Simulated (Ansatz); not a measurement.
The same path of CH6BN + FH (11 atoms, charge 0, multiplicity 1) was run twice with different band settings. Lost on the way: B1–H2, F10–H11. Made: B1–F10, H2–H11.

These are results of RKS BLYP-D4/6-31G* (Ansatz 0.2.0), not measurements.

Relaxed end points:

```xyz
11
Properties=species:S:1:pos:R:3
B 0.073 -0.209 -0.148
H 0.141 -0.436 1.050
N 1.297 -0.216 -0.829
H 2.198 -0.357 -0.376
H 1.373 -0.044 -1.832
C -1.321 0.032 -0.844
H -2.010 -0.815 -0.664
H -1.798 0.920 -0.390
H -1.259 0.197 -1.934
F -0.135 2.133 1.392
H -0.007 1.197 1.516
```

```xyz
11
Properties=species:S:1:pos:R:3
B 0.084 0.381 -0.671
H 0.076 1.034 3.380
N 1.258 -0.246 -1.139
H 1.255 -1.000 -1.821
H 2.187 0.019 -0.815
C -1.375 -0.011 -1.141
H -1.397 -0.820 -1.890
H -1.987 -0.333 -0.279
H -1.894 0.864 -1.574
F 0.240 1.381 0.250
H 0.107 1.133 2.639
```

Common settings: movable images 5; climbing image yes; spring 5.0 eV/Å²; optimiser quadratic models (default); start path through a guess of the saddle point; iteration limit 60; end points relaxed.

| run | force threshold |
| --- | --- |
| 1 | 0.05 eV/Å |
| 2 | 0.5 eV/Å |

(1) What does each run give, and how far can it be trusted?

## Answers

(1) Run 1: converged after 15 iterations, highest image 1.177 eV above the first end. Neighbouring images differ by up to 1.4 eV, so the band resolves the path poorly. A vibrational analysis at the climbing image gives one clearly imaginary mode, 556i cm⁻¹: a first-order saddle point.
Run 2: converged after 9 iterations, highest image 1.183 eV above the first end. The threshold of 0.5 eV/Å is loose, so the images may lie well off the minimum-energy path. Neighbouring images differ by up to 1.8 eV, so the band resolves the path poorly. The order of the stationary point at the top wasn't checked.
The orbitals stay closed-shell, which can raise the energy where a bond breaks towards radicals; this wasn't checked here.
